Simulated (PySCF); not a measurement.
Shifts of the heteroatoms

Molfile (atoms numbered from 1):
```
C7H13ClOSi
     RDKit          3D

 23 23  0  0  0  0  0  0  0  0999 V2000
   -0.1946   -2.5949    0.6156 C   0  0  0  0  0  0  0  0  0  0  0  0
    0.2123   -1.2762    1.2529 C   0  0  2  0  0  0  0  0  0  0  0  0
   -0.5433   -1.1573    2.8855 Cl  0  0  0  0  0  0  0  0  0  0  0  0
   -0.1900   -0.0816    0.4390 C   0  0  0  0  0  0  0  0  0  0  0  0
    0.7463    0.7110   -0.0874 C   0  0  0  0  0  0  0  0  0  0  0  0
    2.0677    0.4936    0.0821 O   0  0  0  0  0  0  0  0  0  0  0  0
    3.3773    1.2847   -0.4739 Si  0  0  0  0  0  4  0  0  0  0  0  0
   -1.6404    0.1460    0.2458 C   0  0  0  0  0  0  0  0  0  0  0  0
   -2.1877    0.5631   -1.0950 C   0  0  0  0  0  0  0  0  0  0  0  0
   -2.2072    1.5260    0.0452 C   0  0  0  0  0  0  0  0  0  0  0  0
    0.2955   -2.6886   -0.3515 H   0  0  0  0  0  0  0  0  0  0  0  0
   -1.2705   -2.6395    0.4676 H   0  0  0  0  0  0  0  0  0  0  0  0
    0.1065   -3.4277    1.2464 H   0  0  0  0  0  0  0  0  0  0  0  0
    1.2896   -1.2519    1.4288 H   0  0  0  0  0  0  0  0  0  0  0  0
    0.4865    1.5706   -0.6908 H   0  0  0  0  0  0  0  0  0  0  0  0
    3.3661    2.6829   -0.0376 H   0  0  0  0  0  0  0  0  0  0  0  0
    4.4104    0.4779    0.1506 H   0  0  0  0  0  0  0  0  0  0  0  0
    3.3999    1.2523   -1.9388 H   0  0  0  0  0  0  0  0  0  0  0  0
   -2.2543   -0.5315    0.8249 H   0  0  0  0  0  0  0  0  0  0  0  0
   -1.4778    0.7271   -1.8909 H   0  0  0  0  0  0  0  0  0  0  0  0
   -3.1206    0.1305   -1.4234 H   0  0  0  0  0  0  0  0  0  0  0  0
   -1.5224    2.3589    0.0326 H   0  0  0  0  0  0  0  0  0  0  0  0
   -3.1542    1.7517    0.5112 H   0  0  0  0  0  0  0  0  0  0  0  0
  1  2  1  0
  2  3  1  0
  2  4  1  0
  4  5  2  0
  5  6  1  0
  6  7  1  0
  4  8  1  0
  8  9  1  0
  9 10  1  0
 10  8  1  0
  1 11  1  0
  1 12  1  0
  1 13  1  0
  2 14  1  1
  5 15  1  0
  7 16  1  0
  7 17  1  0
  7 18  1  0
  8 19  1  0
  9 20  1  0
  9 21  1  0
 10 22  1  0
 10 23  1  0
M  END
```

[PySCF: shieldings: GIAO PBE0/pcSseg-1; structure optimised with GFN2-xTB; one conformer; in vacuum; relativity neglected; rapidly exchanging positions averaged]

(1) Predict the 29Si NMR data.

(2) Where does 17O resonate?

Answers

(1) 
```tsv
atoms	environment	σ (ppm)	δ (ppm)
Si7	silicon bonded to O, 3 H	385.1	-36.6
```

Shieldings were converted by a linear fit to measured shifts: 29Si: δ = 279.94 − 0.822σ (rms 8.9 ppm, 72 shifts, 25.8 ppm with the 6 outliers that the fit left out vs TMS, solution or neat liquid). Occasional misses reach two or three times the rms, and more in compound classes unlike the fitted ones.

On a 300 MHz spectrometer 29Si resonates near 59.6 MHz, so 1 ppm is 59.6 Hz.

(2) 
```tsv
atoms	environment	σ (ppm)	δ (ppm)
O6	oxygen bonded to C, Si	259.6	30.2
```

Shieldings were converted by a linear fit to measured shifts: 17O: δ = 266.70 − 0.911σ (rms 10.7 ppm, 155 shifts, 12.2 ppm with the 3 outliers that the fit left out vs liquid water, solution or neat liquid). A few per cent of atoms miss by over 2 rms, more outside the fitted compound classes.

On a 600 MHz spectrometer 17O resonates near 81.3 MHz, so 1 ppm is 81.3 Hz.
